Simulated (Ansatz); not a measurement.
`O/C=C/CI` and `O/C=[CH]\[AlH2]` differ in one atom or group (the configuration at the double bond changes too).

Ansatz, PBE0-D4/def2-TZVP geometries, multiplicity 1. Each molecule was computed in one conformer, which needn't be the lowest.

Elements past krypton have def2 core potentials.  Spin–orbit coupling is left out; it splits and shifts lone-pair levels of the heavy atoms by tenths of an eV.

```tsv
property	`O/C=C/CI`
LUMO energy (PBE/def2-TZVPP) / eV	-1.95
LUMO energy (B3LYP/def2-TZVPP) / eV	-1.32
HOMO–LUMO gap (PBE0/def2-TZVPP) / eV	5.66
LUMO energy (ωB97M-V/def2-TZVPP) / eV	0.84
HOMO–LUMO gap (ωB97M-V/def2-TZVPP) / eV	9.68
HOMO energy (ωB97M-V/def2-TZVPP) / eV	-8.84
```

What does the change do to each property? (Best estimate.)

Ansatz gave: 
```json
{"property": "LUMO energy (PBE/def2-TZVPP) / eV", "`O/C=[CH]\\[AlH2]`": "-2.44", "shift": "-0.49"}
{"property": "LUMO energy (B3LYP/def2-TZVPP) / eV", "`O/C=[CH]\\[AlH2]`": "-1.87", "shift": "-0.55"}
{"property": "HOMO–LUMO gap (PBE0/def2-TZVPP) / eV", "`O/C=[CH]\\[AlH2]`": "5.41", "shift": "-0.25"}
{"property": "LUMO energy (ωB97M-V/def2-TZVPP) / eV", "`O/C=[CH]\\[AlH2]`": "0.00", "shift": "-0.84"}
{"property": "HOMO–LUMO gap (ωB97M-V/def2-TZVPP) / eV", "`O/C=[CH]\\[AlH2]`": "9.26", "shift": "-0.42"}
{"property": "HOMO energy (ωB97M-V/def2-TZVPP) / eV", "`O/C=[CH]\\[AlH2]`": "-9.27", "shift": "-0.43"}
```

With PBE0 the HOMO falls by 0.33 eV and the LUMO falls by 0.58 eV, so the gap narrows by about 0.25 eV. PBE moves the HOMO by -0.30 eV and ωB97M-V by -0.43 eV. The zero-point energy changes by -39.3 kJ/mol with -3 modes.

Positive LUMOs are unbound, so they and the gaps depend on the basis.

B3LYP here is the variant with VWN-RPA as its local correlation; programs differ in this.
